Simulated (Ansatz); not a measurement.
The cluster Mg₂N₂. Total charge 0; singlet. Geometry relaxed at r2SCAN-D4/def2-TZVP.

```xyz
4

Mg   -0.877   -0.272   -1.078
Mg    0.900    0.712    0.830
N    -0.947    0.199    0.779
N     0.924   -0.639   -0.531
```

The restricted singlet is unstable: a solution with broken spin symmetry lies lower. At PBE0-D4/def2-TZVP a triplet of charge 0 lies 0.92 eV below the restricted singlet, each at its own geometry. The structure comes from a short search, and lower isomers may exist.

Task: Estimate the harmonic wavenumbers at RKS r2SCAN-D4/def2-TZVP (Ansatz, unscaled). Is this a minimum?

Result: 142, 250, 585, 622, 634, 710 cm⁻¹. Yes, no mode is imaginary beyond noise. Zero-point energy 17.6 kJ/mol. Hardware: 4 threads of Arm Neoverse V2 on a shared host. Wall time 24 s.
